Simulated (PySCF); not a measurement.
## How methods differ on the excitation energy of Rh

Rh [Kr] 4d8 5s1 (4F) → Rh [Kr] 4d9 (2D), as a difference of total energies. Computed with PySCF 2.14 in aug-cc-pVTZ-DK (9s8p6d3f2g, 102 functions), with the spin-free X2C one-electron Hamiltonian (Gaussian nucleus). Correlated levels: valence: [Kr] frozen. The calculations carry no spin-orbit coupling.

| method | excitation energy (eV) |
| --- | --- |
| UHF | 1.632 |
| PBE0 | 0.513 |
| wB97X | -0.082 |
| B3LYP | 0.399 |
| MP2 (valence) | 0.244 |
| SCS-MP2 (valence) | 0.162 |

Errors of the correlated levels include the incompleteness of this basis and the frozen core.

Q: Which method comes closest to the reference value, and which is furthest?

A: The reference is 0.342 eV (measured; NIST levels, between the centres of gravity of the two terms). Closest: B3LYP (error 0.057 eV); furthest: UHF (error 1.290 eV).
